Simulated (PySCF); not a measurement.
CuH4OP, SMILES [OH][Cu]<-[PH3], multiplicity 1. Atoms are numbered in the order given.

```xyz
7

Cu     0.2107     0.1145     0.3589
O      1.0638     0.5524     1.8619
H      1.5957     1.3574     1.7197
P     -0.8428    -0.4749    -1.3999
H     -0.6188    -1.7551    -2.0111
H     -0.6785     0.3119    -2.5865
H     -2.2776    -0.5301    -1.4288
```
Charge 0, spin multiplicity 1.

Geometry optimised at PBE-D3(BJ)/def2-SVP. The multiplicity is an assumed one; no other spin state was optimised. The structure was generated by enumeration; whether it is a known compound was not checked. The values are those of a single conformer.

Level of theory: PySCF with PBE-D3(BJ)/def2-SVP.

Frequencies are harmonic and unscaled.

Computed harmonic wavenumbers and intensities:
```tsv
mode	ν (cm⁻¹)	IR (km/mol)	moving atoms (share of kinetic energy)
1	56	64.1	H 83 %, O 15 %
2	117	2.0	O 39 %, Cu 36 %, H 17 %, P 8 %
3	117	0.9	Cu 34 %, O 32 %, H 26 %
4	343	16.7	P 63 %, Cu 19 %, O 11 %
5	452	6.8	H 82 %, P 14 %
6	468	0.2	H 81 %, P 14 %
7	642	77.5	O 74 %, Cu 24 %
8	702	69.2	H 91 %
9	993	96.9	H 93 %
10	1064	6.9	H 98 %
11	1075	12.7	H 98 %
12	2332	24.6	H 97 %
13	2338	111.7	H 97 %
14	2365	25.1	H 97 %
15	3712	13.0	H 94 %
```
